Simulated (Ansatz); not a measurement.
CaCl2, SMILES [Cl][Ca][Cl].

The structure is a stationary point at r2SCAN-D4/def2-TZVP. The isomer is the one that the SMILES or the coordinates give; other isomers of the formula were not compared.

Two levels are set side by side: PBE/def2-TZVPD (Ansatz, an electronic-structure program) and PBE0/def2-TZVPD (Ansatz). Energy differences of separate SCF runs at the same geometry; the states with an electron removed or added have multiplicity 2 and 2. Differences are taken from unrounded values.

```json
[
 {"quantity": "vertical ionisation energy (eV)", "PBE": "9.89"},
 {"quantity": "vertical electron affinity (eV)", "PBE": "0.91"},
 {"quantity": "vertical singlet–triplet gap (eV)", "PBE": "4.47"}
]
```

### Question
These are the PBE values. What does PBE0 give? (An estimate is asked for; the answer gives what the named calculation found.)

### Answer

```
quantity                            PBE0  PBE minus PBE0
---------------------------------  -----  --------------
vertical ionisation energy (eV)    10.33           -0.44
vertical electron affinity (eV)     0.85            0.06
vertical singlet–triplet gap (eV)   4.99           -0.52
```
